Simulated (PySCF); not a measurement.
C₆H₈O.
Numbering: `[CH3:1]/[CH:2]=[C:3]1[CH:4]=[C:5]/1[O:6][CH3:7]` (hydrogens: H8, H9, H10 on C1; H11 on C2; H12 on C4; H13, H14, H15 on C7)

The same species was optimised twice, with GFN2-xTB and with PBE0-D3(BJ)/def2-SVP (PySCF), and the same property calculations (PySCF, gas phase) were run on both structures.

```
     coordinate  GFN2-xTB  PBE0-D3(BJ)/def2-SVP  change
      C2=C3 (Å)     1.313                 1.335  +0.022
      C3–C5 (Å)     1.444                 1.426  -0.018
      C5–O6 (Å)     1.317                 1.308  -0.009
      C4=C5 (Å)     1.330                 1.327  -0.003
      C1–C2 (Å)     1.500                 1.498  -0.002
      O6–C7 (Å)     1.420                 1.418  -0.002
      C3–C4 (Å)     1.460                 1.459  -0.001
   C2–C3–C4 (°)     154.3                 153.0    -1.3
   C2–C3–C5 (°)     151.2                 152.2    +1.0
   C3–C4–C5 (°)      62.1                  61.3    -0.8
   C3–C5–O6 (°)     147.1                 146.4    -0.7
   C3–C5–C4 (°)      63.3                  63.9    +0.6
   C1–C2–C3 (°)     123.2                 123.7    +0.5
   C5–O6–C7 (°)     115.1                 114.9    -0.2
   C4–C3–C5 (°)      54.5                  54.8    +0.3
C4–C5–O6–C7 (°)         0                     0       0
```

Rotational constants: A = 6413, B = 1479, C = 1220 MHz (GFN2-xTB) against A = 6439, B = 1471, C = 1216 MHz (PBE0-D3(BJ)/def2-SVP). Atoms that the bonding makes alike are paired by their places after alignment.

On the GFN2-xTB structure: lowest singlet, TDDFT (eV) 4.59 [B3LYP/def2-SVPD]; lowest triplet, Tamm–Dancoff (eV) 3.49 [B3LYP/def2-SVPD]; isotropic polarisability (au) 79.1 [B3LYP/def2-SVPD]; HOMO (eV) -5.22 [B3LYP/def2-SVPD]; LUMO (eV) 0.11 [B3LYP/def2-SVPD]; dipole (D) 3.28 [B3LYP/def2-SVPD]; HOMO (eV) -5.37 [PBE0/pcSseg-1]; LUMO (eV) 0.50 [PBE0/pcSseg-1]; dipole (D) 3.39 [PBE0/pcSseg-1]; GIAO shielding of C1 (ppm) 167.5 [PBE0/pcSseg-1]; GIAO shielding of C2 (ppm) 113.6 [PBE0/pcSseg-1]; GIAO shielding of C3 (ppm) 66.5 [PBE0/pcSseg-1]; GIAO shielding of C4 (ppm) 90.0 [PBE0/pcSseg-1]; GIAO shielding of C5 (ppm) 24.3 [PBE0/pcSseg-1]; GIAO shielding of O6 (ppm) 224.3 [PBE0/pcSseg-1]; GIAO shielding of C7 (ppm) 126.6 [PBE0/pcSseg-1].

Question: What do these properties become on the PBE0-D3(BJ)/def2-SVP structure?

Answer: 
| property | level | on GFN2-xTB | on PBE0-D3(BJ)/def2-SVP | change |
| --- | --- | --- | --- | --- |
| lowest singlet, TDDFT (eV) | B3LYP/def2-SVPD | 4.59 | 4.50 | -0.09 |
| lowest triplet, Tamm–Dancoff (eV) | B3LYP/def2-SVPD | 3.49 | 3.39 | -0.10 |
| isotropic polarisability (au) | B3LYP/def2-SVPD | 79.1 | 80.4 | +1.3 |
| HOMO (eV) | B3LYP/def2-SVPD | -5.22 | -5.15 | +0.07 |
| LUMO (eV) | B3LYP/def2-SVPD | 0.11 | 0.08 | -0.03 |
| dipole (D) | B3LYP/def2-SVPD | 3.28 | 3.42 | +0.14 |
| energy, GFN2-xTB geometry as zero (kcal/mol) | B3LYP/def2-SVPD | 0.0 | -1.1 | -1.1 |
| HOMO (eV) | PBE0/pcSseg-1 | -5.37 | -5.30 | +0.07 |
| LUMO (eV) | PBE0/pcSseg-1 | 0.50 | 0.48 | -0.02 |
| dipole (D) | PBE0/pcSseg-1 | 3.39 | 3.53 | +0.14 |
| energy, GFN2-xTB geometry as zero (kcal/mol) | PBE0/pcSseg-1 | 0.0 | -0.8 | -0.8 |
| GIAO shielding of C1 (ppm) | PBE0/pcSseg-1 | 167.5 | 166.1 | -1.4 |
| GIAO shielding of C2 (ppm) | PBE0/pcSseg-1 | 113.6 | 111.9 | -1.7 |
| GIAO shielding of C3 (ppm) | PBE0/pcSseg-1 | 66.5 | 64.0 | -2.5 |
| GIAO shielding of C4 (ppm) | PBE0/pcSseg-1 | 90.0 | 89.0 | -1.0 |
| GIAO shielding of C5 (ppm) | PBE0/pcSseg-1 | 24.3 | 27.0 | +2.7 |
| GIAO shielding of O6 (ppm) | PBE0/pcSseg-1 | 224.3 | 225.8 | +1.5 |
| GIAO shielding of C7 (ppm) | PBE0/pcSseg-1 | 126.6 | 125.6 | -1.0 |

The heavy atoms differ by 0.016 Å rms after alignment. Among bonds between heavy atoms C2=C3 changes most (+0.022 Å). Changes are differences of the printed values. Neither structure is proved a minimum here.

Conformer computed: `[CH3:1]/[CH:2]=[C:3]1[CH:4]=[C:5]/1[O:6][CH3:7]`: C4–C5–O6–C7 0°.
